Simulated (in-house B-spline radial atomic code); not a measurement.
The outermost shell (largest non-relativistic mean radius) with and without relativity; Dirac values are averaged over j. Computed with a radial B-spline atomic code at the basis-set limit: non-relativistic Hartree-Fock and Dirac-Hartree-Fock, averages of the configuration (point nuclei without relativity, finite nuclei with it).

```tsv
ion	configuration	outermost shell	radius non-relativistic (bohr)	radius Dirac (bohr)	radius change (%)	level non-relativistic (eV)	level Dirac (eV)	spin-orbit splitting (eV)
Rb4+	[Ar] 3d10 4s2 4p3	4p	1.5364	1.528	-0.54645	-66.943	-67.172	1.1685
Sr4+	[Ar] 3d10 4s2 4p4	4p	1.4603	1.4519	-0.57739	-71.326	-71.586	1.4158
Zr4+	[Ar] 3d10 4s2 4p6	4p	1.3304	1.3218	-0.64534	-80.301	-80.635	2.017
Nb4+	[Kr] 4d1	?	?	?	?	?	?	?
Mo4+	[Kr] 4d2	4d	1.5098	1.5218	0.79464	-53.553	-52.937	0.28683
Tc4+	[Kr] 4d3	4d	1.4299	1.4407	0.75659	-56.700	-56.05	0.35627
Ru4+	[Kr] 4d4	4d	1.3593	1.3691	0.72424	-59.818	-59.132	0.43529
Rh4+	[Kr] 4d5	?	?	?	?	?	?	?
Pd4+	[Kr] 4d6	4d	1.2395	1.2478	0.67124	-66.000	-65.234	0.6252
Ag4+	[Kr] 4d7	4d	1.1881	1.1958	0.64884	-69.074	-68.264	0.73777
Cd4+	[Kr] 4d8	4d	1.1412	1.1484	0.62837	-72.143	-71.288	0.86323
In4+	[Kr] 4d9	4d	1.0983	1.105	0.60944	-75.210	-74.306	1.0025
Sn4+	[Kr] 4d10	4d	1.0591	1.0653	0.59191	-78.275	-77.321	1.1566
Sb4+	[Kr] 4d10 5s1	?	?	?	?	?	?	?
Te4+	[Kr] 4d10 5s2	5s	1.9735	1.907	-3.3698	-54.490	-56.493	-
I4+	[Kr] 4d10 5s2 5p1	5p	2.082	2.0573	-1.1857	-49.341	-49.744	1.527
Xe4+	[Kr] 4d10 5s2 5p2	5p	1.9823	1.9583	-1.2102	-52.527	-52.969	1.8288
```

Fill in the row of Nb4+.

outermost shell: 4d; radius non-relativistic (bohr): 1.6013; radius Dirac (bohr): 1.6147; radius change (%): 0.84057; level non-relativistic (eV): -50.367; level Dirac (eV): -49.782; spin-orbit splitting (eV): 0.22621.

Fill in the row of Rh4+.

outermost shell: 4d; radius non-relativistic (bohr): 1.2962; radius Dirac (bohr): 1.3052; radius change (%): 0.69613; level non-relativistic (eV): -62.916; level Dirac (eV): -62.191; spin-orbit splitting (eV): 0.52466.

Fill in the row of Sb4+.

outermost shell: 5s; radius non-relativistic (bohr): 2.0635; radius Dirac (bohr): 1.9941; radius change (%): -3.3615; level non-relativistic (eV): -51.690; level Dirac (eV): -53.587.

Which member changes most?

Tellurium (Te4+): its 5s shell contracts by 3.4 %.
